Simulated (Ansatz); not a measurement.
**Energy profile**

The step: GaNH₆ ([NH3][GaH3]) + NH₃ → GaN₂H₇ ([NH2][GaH2][NH3]) + H₂; bonds formed: Ga1–N8, H2–H7, H5–N8; dative contacts that become bonds: Ga1–N6; bonds broken: Ga1–H2, H5–N6, H7–N8 (atoms numbered as in the saddle structure below).

```
12
angstrom
Ga -1.0835 0.5107 -1.0602
H 0.6883 0.5734 -1.3022
H -1.4996 -0.5011 -2.1930
H -1.4359 2.0452 -1.0769
H 0.6502 -0.4722 1.0003
N -1.1375 -0.2687 0.7076
H 1.1553 0.1987 -0.5224
N 1.6253 -0.3438 0.6271
H -1.5882 0.3411 1.3796
H -1.6543 -1.1401 0.7233
H 2.1724 0.2826 1.2024
H 2.1075 -1.2258 0.5142
```

Electronic energies by CCSD(T) at an estimated basis limit (MP2 extrapolated from triple and quadruple zeta, plus CCSD(T) − MP2 in triple zeta), on PBE0-D4/def2-TZVP structures; GaN$_{2}$H$_{9}$, closed shell; no counterpoise correction. Computed with Ansatz 0.2.0 (basis: def2-TZVPP and def2-QZVPP); correlated methods freeze the cores. Filled d shells of the heavier atoms are correlated. The def2 sets are not built for correlating such inner shells, so the correlated values are less sure here. Extrapolation: Hartree–Fock as exp(−7.88 √X), correlation as X^−2.97.

Give the profile in kcal/mol, counted from the separated reactants. (Judge from chemistry; the value comes from the calculation.)

By the calculation:
```
                                                                                                                                              point  kcal/mol
                       separated: GaH$_{3}$ (Ga1, H2, H3, H4; singlet) + NH$_{3}$ (H5, N6, H9, H10; singlet) + NH$_{3}$ (H7, N8, H11, H12; singlet)      0.00
                                                                                                                                    start structure    -33.33
                                                                                                                                             saddle     -1.23
                                                                                                                                      end structure    -28.79
separated: GaNH$_{4}$ (linked as [NH2][GaH2]; Ga1, H3, H4, N6, H9, H10; singlet) + H$_{2}$ (H2, H7; singlet) + NH$_{3}$ (H5, N8, H11, H12; singlet)    -10.03
```
The saddle lies below the separated reactants: the barrier is submerged.

The T1 diagnostic stays at or below 0.015. The end structure is not quite a true minimum (one mode of 40i cm⁻¹).

The step is the kind of exchange with an N–H group that builds nitride films in atomic layer and chemical vapour deposition.

For scale, one of the runs: CCSD(T)/def2-TZVPP, 236 basis functions, launched by `ansatz run in.yaml --threads 4 --pin off --events-out ev --progress --plain --max-ram 9574MiB`. Time: 110 s of wall clock on 4 CPU threads of an Arm Neoverse V2; the host was shared. Peak host memory: 4.4 GiB.
